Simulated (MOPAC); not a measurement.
MOPAC input (PM7):

```
PM7 PRECISE GNORM=0.05 LET XYZ UHF MS=0.5 GEO-OK AUX(PRECISION=9) THREADS=1
CHI2

I    -1.81008000 1    0.09986600 1    0.02018400 1
C    -0.01622900 1   -0.88569000 1   -0.19891700 1
I     1.81254100 1    0.03414600 1    0.01725300 1
H    -0.03308700 1   -1.78854000 1   -0.79067700 1
```

Output:

```
 *******************************************************************************
 **                                                                           **
 **                              MOPAC v23.2.5                                **
 **                                                                           **
 *******************************************************************************
 ** MOPAC's Digital Object Identifier: https://doi.org/10.5281/zenodo.6511958 **
 **                                                                           **
 ** Please cite the open-source release paper for use of this MOPAC version:  **
 ** J. E. Moussa and J. J. P. Stewart (2026)                                  **
 ** MOPAC: An open-source semiempirical molecular orbital program             **
 ** J. Open Source Softw., 11(119), 8025, https://doi.org/10.21105/joss.08025 **
 *******************************************************************************

                              PM7 CALCULATION RESULTS

 *******************************************************************************
 *  PM7        - The PM7 Hamiltonian to be used
 *  GEO-OK     - OVERRIDE INTERATOMIC DISTANCE AND OTHER SAFETY CHECKS
 *  UHF        - UNRESTRICTED HARTREE-FOCK CALCULATION
 *  MS=        - IN MECI, MAGNETIC COMPONENT OF SPIN =  0.5
 *  LET        - OVERRIDE SOME SAFETY CHECKS
 *  PRECISE    - TIGHTER CRITERIA TO BE USED
 *  XYZ        - CARTESIAN COORDINATE SYSTEM TO BE USED
 *  GNORM      - EXIT WHEN GRADIENT NORM DROPS BELOW 0.050
 *  AUX        - OUTPUT AUXILIARY INFORMATION
 *******************************************************************************
PM7 PRECISE GNORM=0.05 LET XYZ UHF MS=0.5 GEO-OK AUX(PRECISION=9) THREADS=1
 CHI2

   ATOM   CHEMICAL          X               Y               Z
  NUMBER   SYMBOL      (ANGSTROMS)     (ANGSTROMS)     (ANGSTROMS)

     1       I         -1.81008000  *   0.09986600  *   0.02018400  *
     2       C         -0.01622900  *  -0.88569000  *  -0.19891700  *
     3       I          1.81254100  *   0.03414600  *   0.01725300  *
     4       H         -0.03308700  *  -1.78854000  *  -0.79067700  *

          CARTESIAN COORDINATES

    NO.       ATOM           X           Y           Z

     1         I         -1.8101      0.0999      0.0202
     2         C         -0.0162     -0.8857     -0.1989
     3         I          1.8125      0.0341      0.0173
     4         H         -0.0331     -1.7885     -0.7907

 General Reference for PM7:
 "Optimization of Parameters for Semiempirical Methods VI: More Modifications to the
 NDDO Approximations and Re-optimization of Parameters", J. J. P. Stewart, J. Mol. Mod., 1:32, 19 (2013)
 https://link.springer.com/article/10.1007/s00894-012-1667-x

           Empirical Formula: C H I2  =     4 atoms

      MOLECULAR POINT GROUP   :   Cs

          UHF CALCULATION, NO. OF ALPHA ELECTRONS =   10
                           NO. OF BETA  ELECTRONS =    9

          Geometry optimization using EF

          DIAGONAL MATRIX USED AS START HESSIAN

 CYCLE:     1  GRAD.:    19.440 HEAT:  60.04676
 CYCLE:     2  GRAD.:    35.902 HEAT:  59.65976
 CYCLE:     3  GRAD.:    42.311 HEAT:  59.70326
 CYCLE:     4  GRAD.:    11.556 HEAT:  58.83721
 CYCLE:     5  GRAD.:    11.610 HEAT:  58.82088
 CYCLE:     6  GRAD.:     2.183 HEAT:  58.69789
 CYCLE:     7  GRAD.:     0.539 HEAT:  58.69497
 CYCLE:     8  GRAD.:     0.068 HEAT:  58.69449
 CYCLE:     9  GRAD.:     0.032 HEAT:  58.69448

     GRADIENT =  0.03154 IS LESS THAN CUTOFF =  0.05000

 -------------------------------------------------------------------------------
 PM7 PRECISE GNORM=0.05 LET XYZ UHF MS=0.5 GEO-OK AUX(PRECISION=9) THREADS=1
 CHI2

     GEOMETRY OPTIMISED USING EIGENVECTOR FOLLOWING (EF).
     SCF FIELD WAS ACHIEVED

                              PM7 CALCULATION
                                                       MOPAC v23.2.5 Linux

          FINAL HEAT OF FORMATION =         58.69448 KCAL/MOL =     245.57770 KJ/MOL

          COSMO AREA              =        122.54 SQUARE ANGSTROMS
          COSMO VOLUME            =        112.30 CUBIC ANGSTROMS

          GRADIENT NORM           =          0.03154          =       0.01577 PER ATOM
          IONIZATION POTENTIAL    =          8.663727 EV
          ALPHA SOMO LUMO (EV)    =         -8.664  0.089
          BETA  SOMO LUMO (EV)    =         -9.194 -0.964
          NO. OF ALPHA ELECTRONS  =         10
          NO. OF BETA  ELECTRONS  =          9
          MOLECULAR WEIGHT        =        266.8279         POINT GROUP:  C2v

          MOLECULAR DIMENSIONS (Angstroms)

            Atom       Atom       Distance
            I     3    I     1     3.63999
            H     4    I     1     2.02544
            C     2    H     4     0.00007

          SCF CALCULATIONS        =         10

   ATOM   CHEMICAL          X               Y               Z
  NUMBER   SYMBOL      (ANGSTROMS)     (ANGSTROMS)     (ANGSTROMS)

     1       I         -1.81853723  *   0.09594394  *   0.02708211  *
     2       C         -0.01548299  *  -0.84128308  *  -0.28794035  *
     3       I          1.82085770  *   0.02991774  *   0.02413688  *
     4       H         -0.03408546  *  -1.85038180  *  -0.63800829  *

                             CARTESIAN COORDINATES

   1    I       -1.818537228     0.095943936     0.027082105
   2    C       -0.015482986    -0.841283077    -0.287940349
   3    I        1.820857702     0.029917736     0.024136879
   4    H       -0.034085463    -1.850381804    -0.638008286

           Empirical Formula: C H I2  =     4 atoms

      MOLECULAR POINT GROUP   :   C2v

          ALPHA EIGENVALUES
 -26.33811 -24.22547 -19.72046 -13.72312 -12.14200 -12.09999  -9.41521  -9.33261
  -9.22605  -8.66373   0.08940   1.29436   5.07249 119.51900 119.58219 120.08786
 121.16947 121.19321 121.98070 121.99718 123.63859 123.84814 124.04958

           BETA EIGENVALUES
 -26.08669 -24.05941 -19.39592 -13.43140 -11.89514 -10.31271  -9.32138  -9.22081
  -9.19441  -0.96418   0.50963   1.68162   5.25673 119.49928 119.80444 119.98185
 121.43716 121.45711 122.22873 122.24028 123.74832 123.82152 124.01782

              NET ATOMIC CHARGES AND DIPOLE CONTRIBUTIONS

  ATOM NO.   TYPE          CHARGE      No. of ELECS.   s-Pop       p-Pop       d-Pop
    1          I           0.081996        6.9180     1.90519     5.00532     0.00749
    2          C          -0.341336        4.3413     1.21318     3.12816
    3          I           0.082008        6.9180     1.90518     5.00532     0.00749
    4          H           0.177332        0.8227     0.82267
 DIPOLE           X         Y         Z       TOTAL
 POINT-CHG.    -0.003    -0.147    -0.051     0.156
 HYBRID        -0.012    -0.652    -0.226     0.690
 SUM           -0.015    -0.799    -0.277     0.846

          ATOMIC ORBITAL ELECTRON POPULATIONS

     Atom    s        px        py        pz      x^2-y^2     xz        z^2       yz        xy
    1  I   1.90519   1.28316   1.81563   1.90654   0.00223   0.00098   0.00122   0.00031   0.00276
    2  C   1.21318   0.88852   1.08579   1.15385
    3  I   1.90518   1.25869   1.83973   1.90690   0.00236   0.00101   0.00122   0.00027   0.00262
    4  H   0.82267

                    (SZ)    =    0.500000
                    (S**2)  =    0.753962

          ATOMIC ORBITAL SPIN POPULATIONS

    Atom   Total    s     px     py     pz   x^2-y^2  xz     z^2    yz     xy
         Atomic
    1  I  0.0458  0.003 -0.031  0.001  0.073  0.000  0.000  0.000  0.000  0.000
    2  C  0.9323  0.029  0.035  0.119  0.749
    3  I  0.0458  0.003 -0.032  0.002  0.073  0.000  0.000  0.000  0.000  0.000
    4  H -0.0238 -0.024

 **********************
 *                    *
 * JOB ENDED NORMALLY *
 *                    *
 **********************

 == MOPAC DONE ==
```

The geometry given is a B3LYP-D3(BJ)/def2-TZVP minimum.
